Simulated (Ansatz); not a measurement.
`[NH2][Ga]([F])[SiH2]F`, relaxed with RKS PBE0-D4/def2-TZVP in Ansatz from a PBE-D4/def2-SVP geometry. The force threshold is 0.005 eV/Å; the program also tests the step.

Charge 0, multiplicity 1.

Start:

```xyz
9

N    -0.667   -0.524    1.895
Ga   -0.095   -0.778    0.190
F    -0.012   -2.512   -0.217
Si    0.536    0.859   -1.442
F     0.247    2.337   -0.767
H    -0.809    0.390    2.328
H    -0.925   -1.295    2.514
H     1.997    0.777   -1.794
H    -0.272    0.746   -2.706
```

| step | energy (eV) | largest force (eV/Å) | largest move (Å) |
| --- | --- | --- | --- |
| 1 | -67234.4497 | 1.153 | 0.000 |
| 2 | -67234.4904 | 0.701 | 0.054 |
| 3 | -67234.5016 | 0.219 | 0.028 |
| 4 | -67234.5032 | 0.030 | 0.041 |
| 5 | -67234.5039 | 0.061 | 0.024 |
| 6 | -67234.5040 | 0.030 | 0.006 |
| 7 | -67234.5041 | 0.002 | 0.009 |
| 8 | -67234.5041 | 0.008 | 0.009 |
| 9 | -67234.5041 | 0.010 | 0.010 |
| 10 | -67234.5042 | 0.005 | 0.012 |
| 11 | -67234.5042 | 0.005 | 0.004 |

End:

```xyz
9

N    -0.701   -0.537    1.901
Ga   -0.086   -0.748    0.220
F     0.058   -2.453   -0.219
Si    0.534    0.869   -1.437
F     0.328    2.342   -0.827
H    -0.854    0.354    2.341
H    -0.929   -1.312    2.500
H     1.961    0.730   -1.825
H    -0.311    0.756   -2.653
```

It took 44 s on 4 threads of an Arm Neoverse V1 on a shared host, with 0.6 GiB of host memory at the peak.
